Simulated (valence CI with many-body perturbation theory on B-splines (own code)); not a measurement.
## Au65+: electric-dipole lines

Computed by relativistic CI+MBPT: four valence electrons over a frozen Dirac-Fock core [Ne], a basis of 11 s, 11 p, 9 d, 7 f, 5 g, 2 h, 1 i functions for each j, with the one-electron correlation potential Σ1 (screened to all orders), the two-electron term Σ2, the three-electron term Σ3, Breit, model QED; selected single and double excitations, second order for the rest (own B-spline code, finite nucleus).

The last digits are not significant, and no measured levels were compared; by estimate large intervals hold to a few tenths of a per cent, small ones and those within an open d or f shell to about a per cent.

Lines 201 to 250 of 268 in falling wavelength, among levels below 1621.5 eV, chosen from the strongest by gf and those to the six lowest levels. Wavelengths and rates use the calculated energies. Electric multipoles are in the length gauge, E1 and E2 with the static RPA response of the core. Weak lines are less certain than strong ones. Lines between different terms over intervals too small for the method are left out, as are lines whose strength nearly cancels. The highest levels of a list are the least certain.

Levels are named by their leading jj configuration (3d3/2^4 stands for four electrons in 3d with j = 3/2), which in mixed levels can hold well under half, so a name can repeat and another be missing. Letters in brackets count levels of one name in rising energy.

| λ vac (nm) | Upper | Lower | A (s⁻¹) | log gf | Branch % |
| --- | --- | --- | --- | --- | --- |
| 1.621 | (3s^2 3d3/2^2) J=0 | (3s^2 3p1/2 3d3/2) J=1 | 1.23e+13 | -0.31 | 98.9 |
| 1.620 | (3s^2 3d3/2 3d5/2) J=2 | (3s^2 3p1/2 3d5/2) J=2 | 5.21e+12 | 0.01 | 71.4 |
| 1.620 | (3s^2 3p3/2 3d3/2) J=2 | (3s^2 3p1/2 3p3/2) J=1 | 2.47e+12 | -0.31 | 28.7 |
| 1.619 | (3s^2 3p3/2 3d3/2) J=1 | (3s^2 3p1/2 3p3/2) J=1 | 6.23e+12 | -0.13 | 91.3 |
| 1.617 | (3s^2 3p3/2 3d3/2) J=0 | (3s^2 3p1/2 3p3/2) J=1 | 5.64e+12 | -0.66 | 100.0 |
| 1.615 | (3s^2 3p1/2 3d3/2) J=1 | (3s^2 3p1/2^2) J=0 | 8.05e+12 | -0.02 | 99.9 |
| 1.610 | (3s^2 3d3/2 3d5/2) J=1 | (3s^2 3p1/2 3d5/2) J=2 | 6.60e+12 | -0.11 | 93.0 |
| 1.588 | (3s 3p1/2 3p3/2 3d5/2) J=2 [a] | (3s^2 3p1/2 3d3/2) J=2 | 2.15e+10 | -2.39 | 2.2 |
| 1.577 | (3s^2 3d3/2^2) J=2 | (3s^2 3p1/2 3d3/2) J=2 | 3.76e+12 | -0.15 | 35.1 |
| 1.572 | (3s 3p1/2 3p3/2 3d3/2) J=1 [d] | (3s 3p1/2^2 3p3/2) J=2 | 3.15e+10 | -2.46 | 0.4 |
| 1.571 | (3s 3p1/2 3p3/2 3d3/2) J=2 [d] | (3s 3p1/2^2 3p3/2) J=2 | 6.76e+11 | -0.90 | 8.5 |
| 1.567 | (3s 3p1/2 3p3/2 3d5/2) J=3 [a] | (3s^2 3p1/2 3d3/2) J=2 | 8.69e+08 | -3.65 | 0.1 |
| 1.564 | (3s 3p1/2 3p3/2 3d5/2) J=0 | (3s^2 3p1/2 3d3/2) J=1 | 8.86e+11 | -1.49 | 41.1 |
| 1.545 | (3s 3p1/2 3p3/2 3d5/2) J=3 [b] | (3s^2 3p1/2 3d3/2) J=2 | 2.08e+09 | -3.28 | 0.2 |
| 1.545 | (3s 3p1/2 3p3/2 3d5/2) J=2 [a] | (3s 3p1/2^2 3p3/2) J=1 | 2.37e+10 | -2.37 | 2.4 |
| 1.543 | (3s 3p1/2 3p3/2 3d5/2) J=1 [a] | (3s^2 3p1/2 3d3/2) J=2 | 3.15e+10 | -2.47 | 4.2 |
| 1.534 | (3s^2 3d3/2^2) J=2 | (3s 3p1/2^2 3p3/2) J=1 | 4.22e+09 | -3.13 | 0.0 |
| 1.529 | (3s 3p1/2 3p3/2 3d5/2) J=2 [b] | (3s^2 3p1/2 3d3/2) J=2 | 4.16e+11 | -1.14 | 19.3 |
| 1.514 | (3s 3p1/2 3p3/2 3d5/2) J=3 [c] | (3s^2 3p1/2 3d3/2) J=2 | 2.06e+09 | -3.30 | 0.1 |
| 1.503 | (3s 3p1/2 3p3/2 3d5/2) J=1 [b] | (3s^2 3p1/2 3d3/2) J=2 | 1.32e+08 | -4.87 | 0.0 |
| 1.502 | (3s 3p1/2 3p3/2 3d5/2) J=1 [a] | (3s 3p1/2^2 3p3/2) J=1 | 2.90e+11 | -1.53 | 38.6 |
| 1.491 | (3s 3p1/2 3p3/2 3d5/2) J=2 [a] | (3s 3p1/2^2 3p3/2) J=2 | 1.16e+11 | -1.72 | 11.8 |
| 1.488 | (3s 3p1/2 3p3/2 3d5/2) J=2 [b] | (3s 3p1/2^2 3p3/2) J=1 | 9.15e+10 | -1.82 | 4.2 |
| 1.483 | (3s^2 3d3/2^2) J=0 | (3s 3p1/2^2 3p3/2) J=1 | 1.30e+11 | -2.37 | 1.0 |
| 1.481 | (3s^2 3d3/2^2) J=2 | (3s 3p1/2^2 3p3/2) J=2 | 2.94e+08 | -4.32 | 0.0 |
| 1.480 | (3s 3p1/2 3p3/2 3d5/2) J=1 [c] | (3s^2 3p1/2 3d3/2) J=2 | 3.92e+09 | -3.41 | 0.3 |
| 1.477 | (3s 3p1/2 3p3/2 3d5/2) J=3 [d] | (3s^2 3p1/2 3d3/2) J=2 | 3.88e+07 | -5.05 | 0.0 |
| 1.475 | (3s 3p1/2 3p3/2 3d5/2) J=2 [c] | (3s^2 3p1/2 3d3/2) J=2 | 6.06e+09 | -3.01 | 0.3 |
| 1.472 | (3s 3p1/2 3p3/2 3d5/2) J=3 [a] | (3s 3p1/2^2 3p3/2) J=2 | 9.59e+10 | -1.66 | 15.4 |
| 1.468 | (3s^2 3p3/2 3d5/2) J=2 | (3s^2 3p1/2 3p3/2) J=2 | 3.33e+10 | -2.27 | 11.8 |
| 1.464 | (3s 3p1/2 3p3/2 3d5/2) J=1 [b] | (3s 3p1/2^2 3p3/2) J=1 | 4.32e+10 | -2.38 | 3.0 |
| 1.460 | (3s 3p1/2 3p3/2 3d5/2) J=2 [d] | (3s^2 3p1/2 3d3/2) J=2 | 1.60e+09 | -3.59 | 0.0 |
| 1.452 | (3s 3p1/2 3p3/2 3d5/2) J=3 [b] | (3s 3p1/2^2 3p3/2) J=2 | 2.46e+10 | -2.26 | 2.7 |
| 1.451 | (3s^2 3p3/2 3d5/2) J=2 | (3s^2 3p1/2 3p3/2) J=1 | 7.27e+08 | -3.94 | 0.3 |
| 1.451 | (3s 3p1/2 3p3/2 3d5/2) J=1 [a] | (3s 3p1/2^2 3p3/2) J=2 | 4.95e+09 | -3.33 | 0.7 |
| 1.442 | (3s 3p1/2 3p3/2 3d5/2) J=1 [c] | (3s 3p1/2^2 3p3/2) J=1 | 4.51e+09 | -3.37 | 0.3 |
| 1.438 | (3s 3p1/2 3p3/2 3d5/2) J=2 [b] | (3s 3p1/2^2 3p3/2) J=2 | 1.47e+11 | -1.64 | 6.8 |
| 1.438 | (3s 3p1/2 3p3/2 3d5/2) J=2 [c] | (3s 3p1/2^2 3p3/2) J=1 | 3.88e+10 | -2.22 | 2.1 |
| 1.436 | (3s 3p1/2 3p3/2 3d5/2) J=0 | (3s 3p1/2^2 3p3/2) J=1 | 5.76e+11 | -1.75 | 26.8 |
| 1.428 | (3s^2 3p3/2 3d5/2) J=3 | (3s^2 3p1/2 3p3/2) J=2 | 7.44e+08 | -3.80 | 0.1 |
| 1.425 | (3s 3p1/2 3p3/2 3d5/2) J=3 [c] | (3s 3p1/2^2 3p3/2) J=2 | 1.27e+11 | -1.57 | 4.0 |
| 1.423 | (3s 3p1/2 3p3/2 3d5/2) J=2 [d] | (3s 3p1/2^2 3p3/2) J=1 | 4.34e+10 | -2.18 | 0.8 |
| 1.416 | (3s 3p1/2 3p3/2 3d5/2) J=1 [b] | (3s 3p1/2^2 3p3/2) J=2 | 6.07e+10 | -2.26 | 4.3 |
| 1.410 | (3s^2 3p3/2 3d5/2) J=1 | (3s^2 3p1/2 3p3/2) J=2 | 5.68e+10 | -2.29 | 9.6 |
| 1.401 | (3s^2 3d3/2 3d5/2) J=3 | (3s^2 3p1/2 3d3/2) J=2 | 6.00e+08 | -3.91 | 0.0 |
| 1.395 | (3s 3p1/2 3p3/2 3d5/2) J=1 [c] | (3s 3p1/2^2 3p3/2) J=2 | 1.07e+10 | -3.03 | 0.8 |
| 1.394 | (3s^2 3p3/2 3d5/2) J=1 | (3s^2 3p1/2 3p3/2) J=1 | 5.85e+09 | -3.29 | 1.0 |
| 1.392 | (3s 3p1/2 3p3/2 3d5/2) J=3 [d] | (3s 3p1/2^2 3p3/2) J=2 | 6.91e+09 | -2.85 | 0.2 |
| 1.391 | (3s 3p1/2 3p3/2 3d5/2) J=2 [c] | (3s 3p1/2^2 3p3/2) J=2 | 1.47e+10 | -2.67 | 0.8 |
| 1.382 | (3s^2 3d3/2 3d5/2) J=2 | (3s^2 3p1/2 3d3/2) J=2 | 1.88e+10 | -2.57 | 0.3 |
